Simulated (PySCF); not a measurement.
Species: C5H7NO2S.
Atom-mapped SMILES: `[CH2:1]=[CH:2][CH2:3][S:4](=[O:5])(=[O:6])[CH2:7][C:8]#[N:9]` (hydrogens: H10, H11 on C1; H12 on C2; H13, H14 on C3; H15, H16 on C7)

Geometry (GFN2-xTB, Å), atoms numbered from 1 in this order:
```xyz
16
C5H7NO2S angstrom
C     -1.6302    1.3303    0.3237
C     -1.5645    0.0797   -0.1012
C     -0.7539   -0.3582   -1.2590
S      0.6424   -1.3619   -0.6347
O      0.1398   -2.4247    0.1870
O      1.5124   -1.6999   -1.7211
C      1.5624   -0.2211    0.5040
C      1.7588    1.0249   -0.1499
N      1.8821    2.0212   -0.6988
H     -1.1121    2.1290   -0.1818
H     -2.2178    1.6066    1.1819
H     -2.0849   -0.7145    0.4163
H     -0.3111    0.4628   -1.8156
H     -1.2940   -1.0281   -1.9244
H      0.9557   -0.1220    1.4006
H      2.5074   -0.7153    0.7196
```

The closed-shell SCF was solved with PySCF and density fitting under several settings on one GFN2-xTB geometry (grid level 2 and gas phase unless stated).

```tsv
settings	basis functions	SCF cycles	E (Eh)	HOMO (eV)	LUMO (eV)	dipole (D)
PBE0/pcSseg-1	195	14	-797.3676	-8.25	-0.99	3.30
PBE0/STO-3G, damping 0.3 at the start, DIIS from the seventh cycle	56	21	-787.6152	-4.10	2.23	2.17
```

**Question.** Estimate the rows for these settings: (1) KT2/pcSseg-1, start guess sap; (2) wB97X-D/pcSseg-1, energy threshold 1e-07 Eh, fitting basis def2-qzvpp-jkfit.

**Answer.** 
```json
{"settings": "KT2/pcSseg-1, start guess sap", "basis functions": "195", "SCF cycles": "19", "E (Eh)": "-807.5822", "HOMO (eV)": "-7.06", "LUMO (eV)": "-1.98", "dipole (D)": "3.09"}
{"settings": "wB97X-D/pcSseg-1, energy threshold 1e-07 Eh, fitting basis def2-qzvpp-jkfit", "basis functions": "195", "SCF cycles": "9", "E (Eh)": "-797.8179", "HOMO (eV)": "-10.09", "LUMO (eV)": "0.79", "dipole (D)": "3.39"}
```

**Question.** Over all rows, what range does the HOMO–LUMO gap span?

**Answer.** From 5.08 eV (KT2/pcSseg-1, start guess sap) to 10.88 eV (wB97X-D/pcSseg-1, energy threshold 1e-07 Eh, fitting basis def2-qzvpp-jkfit). The functional of the narrowest has no exact exchange, that of the widest range-separated exact exchange.

**Question.** And the dipole moment?

**Answer.** From 2.17 D (PBE0/STO-3G, damping 0.3 at the start, DIIS from the seventh cycle) to 3.39 D (wB97X-D/pcSseg-1, energy threshold 1e-07 Eh, fitting basis def2-qzvpp-jkfit); the largest is 1.56 times the smallest, and the median is 3.19 D.

**Question.** Compare two rows with the functional PBE0: PBE0/STO-3G, damping 0.3 at the start, DIIS from the seventh cycle and PBE0/pcSseg-1. Which energy is lower, and by how much?

**Answer.** PBE0/pcSseg-1 (195 functions) lies 9.7524 Eh or 6120 kcal/mol below PBE0/STO-3G, damping 0.3 at the start, DIIS from the seventh cycle (56 functions).

Whole jobs, the steps after the SCF included, on Intel Xeon at 2.50 GHz, one thread, no GPU, shared host:

| settings | work after the SCF | wall time | peak memory |
| --- | --- | --- | --- |
| PBE0/pcSseg-1 | shieldings, charges and field gradients | 79 s | 0.83 GiB |
| PBE0/STO-3G, damping 0.3 at the start, DIIS from the seventh cycle | shieldings | 23 s | 0.49 GiB |
| KT2/pcSseg-1, start guess sap | shieldings, density and orbital grids written | 2.8 min | 0.77 GiB |
| wB97X-D/pcSseg-1, energy threshold 1e-07 Eh, fitting basis def2-qzvpp-jkfit | shieldings, charges and field gradients | 88 s | 0.94 GiB |

wB97X-D ran without the empirical dispersion term, which would shift the total energy alone. Cycle counts include a coarse-grid stage where the run had one. KT2 was designed for NMR shieldings or shifts; total energies of different functionals aren't comparable.

One conformer stands for the species.
